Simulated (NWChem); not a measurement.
BGeH$_{3}$ClF; SMILES F[B](Cl)[GeH3]

```xyz
7

B     -0.4536    -0.6977     0.0000
Cl     0.7400    -1.9866     0.0000
F     -1.7200    -1.0550     0.0000
Ge     0.1328     1.2924     0.0000
H     -1.0731     2.2477     0.0000
H      0.9955     1.5750     1.2434
H      0.9955     1.5750    -1.2434
```
Atoms are numbered in this order, from 1.

Results from NWChem. Medium grid unless said otherwise, to which SCAN and Minnesota functionals are sensitive. All runs use the structure optimised with PBE0/def2-SVP. Total energies of different functionals are on different scales.

```tsv
level	energy (Ha)	highest occupied level (eV)	orbital gap (eV)	dipole (D)
B3LYP/def2-SVP	-2663.3461	-8.23	6.66	0.39
PBE/def2-SVP	-2662.6357	-7.18	4.86	0.28
TPSSh/def2-SVP	-2663.2731	-7.88	5.99	0.40
SCAN/def2-SVP	-2663.4575	-7.57	5.40	0.43
M06/def2-SVP	-2663.1676	-8.43	7.18	0.57
PW6B95/def2-SVP	-2664.7788	-8.57	7.15	0.47
revPBE/def2-SVP	-2662.9931	-7.14	4.90	0.27
```
